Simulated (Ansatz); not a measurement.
Frontier orbitals of CH$_{4}$O$_{2}$Si, SMILES `CO[Si]O`.

Charge 0, multiplicity 1. The structure was optimised at the PBE0-D4/def2-TZVP level. It is one conformer, not always the lowest. Basis def2-TZVPP, Ansatz.

Orbital energies of one run (eV). Highest occupied ones, from the top: -8.07, -10.20, -11.23, -11.75, -12.05, -14.56, -14.57, -15.84, -17.19, -21.62, -30.87, -31.70, -105.58, -105.66. Empty: -0.16, 1.39, 1.98, 2.76, 3.45, 4.02.

(1) Which functional gave them?
A. PBE
B. r2SCAN
C. ωB97X-V
D. BHLYP

Results:

(1) D. HOMO energies: BHLYP -8.07, r2SCAN -6.07, ωB97X-V -9.33, PBE -5.86 eV.
